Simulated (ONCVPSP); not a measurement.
Debugging a pseudopotential input (arsenic, ONCVPSP 4.0.1)

Command:

```bash
oncvpsp.x < As.dat > As.out
```

Input:

```
# ATOM AND REFERENCE CONFIGURATION
# atsym  z   nc   nv     iexc    psfile
  As 33.00    6    2  -001012      upf
#
#   n    l    f
    1    0    2.00
    2    0    2.00
    2    1    6.00
    3    0    2.00
    3    1    6.00
    3    2   10.00
    4    0    2.00
    4    1    3.00
#
# PSEUDOPOTENTIAL AND OPTIMIZATION
# lmax
    2
#
#   l,   rc,      ep,       ncon, nbas, qcut
    0    1.55    0.00    4    9    3.60
    1    1.85    0.00    4    3    4.80
    2    1.55    0.04    4    9    5.30
#
# LOCAL POTENTIAL
# lloc, lpopt,  rc(5),   dvloc0
    4    3    1.00    2.00
#
# VANDERBILT-KLEINMAN-BYLANDER PROJECTORs
# l, nproj, debl
    0    2    3.50
    1    1    3.30
    2    2    0.50
#
# MODEL CORE CHARGE
# icmod, fcfact, rcfact
    2    0.60    1.10
#
# LOG DERIVATIVE ANALYSIS
# epsh1, epsh2, depsh
   -2.00    5.00    0.02
#
# OUTPUT GRID
# rlmax, drl
    6.00    0.01
#
# TEST CONFIGURATIONS
# ncnf
    4
# nvcnf
#   n    l    f
    2
    4    0    2.00
    4    1    2.00
#
    2
    4    0    2.00
    4    1    1.00
#
    2
    4    0    2.00
    4    1    0.00
#
    2
    4    0    1.00
    4    1    0.00
#
```

This is an input that runs to its end, with one change: nbas of l = 1 set to 3. The unchanged file is no sound one. Note: ghosts flagged at negative energy: d at -35.6 eV; GHOST(+) flagged for s at 117.2 eV. A true bound ghost makes a file unfit for plane-wave use.

Problem. How does the run end?

Solution. The program refuses the input: "test_data: must have ncon+2 <= nbas <= ncon+5, l= 1".

```
ONCVPSP  (Optimized Norm-Conservinng Vanderbilt PSeudopotential)
scalar-relativistic version 4.0.1

test_data: must have ncon+2 <= nbas <= ncon+5, l=   1
ERROR: test_data found   1 ERROR; stopping
```
